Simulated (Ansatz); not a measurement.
Cost and result up the ladder for n-SiSiSiSiSiH12 (Si₅H₁₂) (17 atoms). Total charge 0; singlet. Geometry: r2SCAN-D4/def2-SVP.

```xyz
17

Si   -2.012   -1.707   -0.046
Si   -1.082   -0.240   -1.624
Si   -0.468    1.749   -0.535
Si    0.829    1.172    1.337
Si    2.546   -0.274    0.653
H    -3.131   -1.025    0.675
H    -2.539   -2.948   -0.693
H    -0.971   -2.092    0.955
H    -2.065    0.028   -2.722
H     0.137   -0.866   -2.228
H    -1.699    2.493   -0.118
H     0.333    2.626   -1.448
H    -0.040    0.473    2.337
H     1.408    2.390    1.988
H     1.954   -1.549    0.143
H     3.325    0.362   -0.454
H     3.478   -0.593    1.779
```

Ansatz on 4 threads of Arm Neoverse V2 on a shared host. Times are rough, and most runs start from the orbitals of an earlier one. PBE0-D4/def2-TZVP serves as the yardstick here, not as an exact answer. Differences are given only for rows in sets of like size (and for xTB, whose basis is part of the method), since another set adds its own error. Binding counts from free atoms at the same level (Si triplet, H doublet; other spins of the atoms weren't run), without zero-point energy or a counterpoise term.

LC-ωPBE has ω = 0.4 bohr⁻¹. Correlated methods freeze 25 core orbitals. The rows differ in basis, and correlated rows in double-zeta sets carry the largest basis error. Another isomer (singlet) lies 0.16 eV lower at PBE0-D4/def2-TZVP; other spin states weren't run for this one.

Correlated methods converge slowly with the basis, most of all in double-zeta sets.

| level | functions | wall time | binding energy per atom (eV) | difference from PBE0-D4/def2-TZVP (eV) |
| --- | --- | --- | --- | --- |
| HF/STO-3G | 57 | 0.25 s | 3.37 | – |
| PBE-D4/def2-SVP | 150 | 2.1 s | 2.94 | – |
| LDA (SPW92)/def2-TZVP | 257 | 2.1 s | 3.27 | 0.31 |
| PBE0-D4/def2-SVP | 150 | 2.9 s | 2.94 | – |
| PBE-D4/def2-TZVP (with forces) | 257 | 4.5 s | 2.95 | -0.01 |
| LC-ωPBE/def2-TZVP | 257 | 5.5 s | 2.94 | -0.01 |
| MP2/def2-TZVP | 257 | 5.5 s | 2.81 | -0.14 |
| PBE0-D4/def2-TZVP | 257 | 6.5 s | 2.96 | 0.00 |
| r2SCAN-D4/def2-TZVP | 257 | 7.5 s | 2.99 | 0.03 |
| CCSD(T)/def2-SVP | 150 | 16 s | 2.79 | – |
